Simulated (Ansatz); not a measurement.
Spectroscopic constants of BeB, multiplicity 4 (an upper state: multiplicity 2 came lower at CCSD(T)/def2-TZVPP on PBE0 minima).

Constants: fifth-degree fit in 1/R to seven points, most abundant isotopes. In def2 and cc sets the state is the lowest found near the PBE0 minimum, followed along R.

Programs: Ansatz (a quantum-chemistry and plane-wave program) with Gaussian orbitals. 

Energies at PBE/def2-TZVPP:

```
R (Å)      E (hartree)
--------  ------------
1.582321  -39.27869925
1.624857  -39.28220094
1.663989  -39.28405542
1.708226  -39.28482305
1.752463  -39.28441205
1.803506  -39.28274309
1.863056  -39.27951938
```

Q: With a reduced mass of 4.9556 u, find the minimum, the force constant and the constants.

A: A fifth-degree polynomial in 1/R puts the minimum at r_e = 1.7136 Å with force constant 256 N/m. Then ω_e = (1/2πc)√(k/μ) = 936 cm⁻¹ and B_e = h/(8π²cμr_e²) = 1.158 cm⁻¹; the cubic and quartic terms give α_e = 0.013 and ω_e x_e = 6.9 cm⁻¹.
